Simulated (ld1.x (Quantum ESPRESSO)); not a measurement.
# u(r) = r·R(r): atom against pseudo-atom (sulfur (S))

Columns: radius, all-electron u(r) and pseudo u(r) of the 3s shell (level -27.63 eV) of sulfur in the configuration [Ne] 3s2 3p3; PBE, scalar-relativistic, TM scheme, ld1.x (Quantum ESPRESSO) 7.5.

```json
{"r (bohr)": "0.074", "all-electron": "0.1917", "pseudo": "0.0404"}
{"r (bohr)": "0.148", "all-electron": "-0.0752", "pseudo": "0.0804"}
{"r (bohr)": "0.222", "all-electron": "-0.3095", "pseudo": "0.1198"}
{"r (bohr)": "0.296", "all-electron": "-0.4142", "pseudo": "0.1582"}
{"r (bohr)": "0.370", "all-electron": "-0.4022", "pseudo": "0.1958"}
{"r (bohr)": "0.444", "all-electron": "-0.3102", "pseudo": "0.2334"}
{"r (bohr)": "0.518", "all-electron": "-0.1727", "pseudo": "0.2725"}
{"r (bohr)": "0.592", "all-electron": "-0.0156", "pseudo": "0.3151"}
{"r (bohr)": "0.666", "all-electron": "0.1433", "pseudo": "0.3641"}
{"r (bohr)": "0.740", "all-electron": "0.2930", "pseudo": "0.4218"}
{"r (bohr)": "0.814", "all-electron": "0.4270", "pseudo": "0.4894"}
{"r (bohr)": "0.888", "all-electron": "0.5422", "pseudo": "0.5651"}
{"r (bohr)": "0.962", "all-electron": "0.6381", "pseudo": "0.6433"}
{"r (bohr)": "1.036", "all-electron": "0.7151", "pseudo": "0.7155"}
{"r (bohr)": "1.110", "all-electron": "0.7743", "pseudo": "0.7743"}
{"r (bohr)": "1.184", "all-electron": "0.8168", "pseudo": "0.8168"}
{"r (bohr)": "1.258", "all-electron": "0.8445", "pseudo": "0.8445"}
{"r (bohr)": "1.332", "all-electron": "0.8590", "pseudo": "0.8590"}
{"r (bohr)": "1.406", "all-electron": "0.8624", "pseudo": "0.8624"}
{"r (bohr)": "1.480", "all-electron": "0.8562", "pseudo": "0.8562"}
{"r (bohr)": "1.554", "all-electron": "0.8423", "pseudo": "0.8423"}
{"r (bohr)": "1.628", "all-electron": "0.8221", "pseudo": "0.8221"}
{"r (bohr)": "1.702", "all-electron": "0.7969", "pseudo": "0.7969"}
{"r (bohr)": "1.776", "all-electron": "0.7680", "pseudo": "0.7680"}
{"r (bohr)": "1.850", "all-electron": "0.7363", "pseudo": "0.7363"}
{"r (bohr)": "1.924", "all-electron": "0.7027", "pseudo": "0.7027"}
```

Task: How many radial nodes do the two functions have?

Result: The all-electron 3s function has n − l − 1 = 2; the pseudo-wave has 0, since the states of the same l below it are removed with the core.

Task: At about which radius was the pseudo-wave matched?

Result: 1.15 bohr. The columns agree to 0.0005 from 1.04 bohr on; several derivatives are matched, so the curves merge somewhat inside the radius.

Task: Is the pseudo-wave norm-conserving?

Result: Yes: the TM scheme keeps the norm inside the radius equal to the all-electron one, which fixes the energy derivative of the logarithmic derivative at the level.
